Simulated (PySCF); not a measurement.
C3 (SMILES [C]=C=[C]), singlet, geometry from GFN2-xTB; MP2/def2-SVP in PySCF.

Here is a job for PySCF.
```python
from pyscf import gto, scf, mp

mol = gto.Mole()
mol.atom = '''
    C    -1.286328    0.059186    0.015179
    C     0.000599    0.009603    0.008092
    C     1.285729   -0.068790   -0.023272
'''
mol.basis = 'def2-svp'
mol.charge = 0
mol.spin = 0
mol.verbose = 4
mol.build()

mf = scf.RHF(mol)
mf.kernel()

pt = mp.MP2(mf, frozen=3)
pt.kernel()
print('E(MP2) = %.10f' % pt.e_tot)
```

What the program printed (banner, timings and long lists left out):

```
PySCF version 2.14.0

[INPUT] verbose = 4
[INPUT] num. atoms = 3
[INPUT] num. electrons = 18
[INPUT] charge = 0
[INPUT] spin (= nelec alpha-beta = 2S) = 0
[INPUT] symmetry False subgroup None
[INPUT] Mole.unit = angstrom
[INPUT] Symbol           X                Y                Z      unit          X                Y                Z       unit  Magmom
[INPUT]  1 C     -1.286328000000   0.059186000000   0.015179000000 AA   -2.430807626360   0.111845330409   0.028684152845 Bohr   0.0
[INPUT]  2 C      0.000599000000   0.009603000000   0.008092000000 AA    0.001131945949   0.018147039974   0.015291663800 Bohr   0.0
[INPUT]  3 C      1.285729000000  -0.068790000000  -0.023272000000 AA    2.429675680411  -0.129994260109  -0.043977706371 Bohr   0.0

nuclear repulsion = 36.980303253942
number of shells = 18
number of NR pGTOs = 72
number of NR cGTOs = 42
basis = def2-svp
ecp = {}

******** <class 'pyscf.scf.hf.RHF'> ********
method = RHF
initial guess = minao
damping factor = 0
level_shift factor = 0
DIIS = <class 'pyscf.scf.diis.CDIIS'>
diis_start_cycle = 1
diis_space = 8
diis_damp = 0
SCF conv_tol = 1e-09
SCF conv_tol_grad = None
SCF max_cycles = 50
direct_scf = True
direct_scf_tol = 1e-13
Set gradient conv threshold to 3.16228e-05
Initial guess from minao.
init E= -113.472365443593
  HOMO = -0.244691812409862  LUMO = -0.0781623403682959  gap/eV = 4.53150
cycle= 1 E= -113.217715750583  delta_E= 0.255  |g|= 0.32  |ddm|= 2.25
  HOMO = -0.498556833006239  LUMO = -0.0518295893012511  gap/eV = 12.15607
cycle= 2 E= -113.255431309062  delta_E= -0.0377  |g|= 0.0763  |ddm|= 0.529
  HOMO = -0.472569926983195  LUMO = -0.014400736705432  gap/eV = 12.46742
cycle= 3 E= -113.258507022006  delta_E= -0.00308  |g|= 0.0298  |ddm|= 0.161
  HOMO = -0.471667225084764  LUMO = -0.0161438336522387  gap/eV = 12.39542
cycle= 4 E= -113.2588771831  delta_E= -0.00037  |g|= 0.00784  |ddm|= 0.0879
  HOMO = -0.474808759683843  LUMO = -0.0173775512707847  gap/eV = 12.44734
cycle= 5 E= -113.258903323871  delta_E= -2.61e-05  |g|= 0.00211  |ddm|= 0.0214
  HOMO = -0.474459404217845  LUMO = -0.0170446250173257  gap/eV = 12.44689
cycle= 6 E= -113.258905054635  delta_E= -1.73e-06  |g|= 0.000312  |ddm|= 0.00947
  HOMO = -0.474457632502165  LUMO = -0.0170383925304964  gap/eV = 12.44701
cycle= 7 E= -113.258905117781  delta_E= -6.31e-08  |g|= 9.43e-05  |ddm|= 0.000659
  HOMO = -0.474456830168559  LUMO = -0.0170376766031912  gap/eV = 12.44701
cycle= 8 E= -113.258905131871  delta_E= -1.41e-08  |g|= 4.14e-05  |ddm|= 0.000304
  HOMO = -0.474458123622801  LUMO = -0.0170381223299844  gap/eV = 12.44703
cycle= 9 E= -113.258905135179  delta_E= -3.31e-09  |g|= 9.42e-06  |ddm|= 0.000197
  HOMO = -0.4744579395551  LUMO = -0.0170382560906955  gap/eV = 12.44702
cycle= 10 E= -113.25890513527  delta_E= -9.04e-11  |g|= 5.67e-06  |ddm|= 3.16e-05
  HOMO = -0.474457766584818  LUMO = -0.0170381711261075  gap/eV = 12.44702
Extra cycle  E= -113.258905135273  delta_E= -3.69e-12  |g|= 5.2e-06  |ddm|= 1.16e-05
converged SCF energy = -113.258905135273

******** <class 'pyscf.mp.mp2.RMP2'> ********
nocc = 6, nmo = 39
frozen orbitals 3
E(RMP2) = -113.588743454395  E_corr = -0.329838319122134
E(SCS-RMP2) = -113.583042280551  E_corr = -0.324137145277246
E_corr(same-spin) = -0.0826948126953635
E_corr(oppo-spin) = -0.247143506426771
E(MP2) = -113.5887434544
```
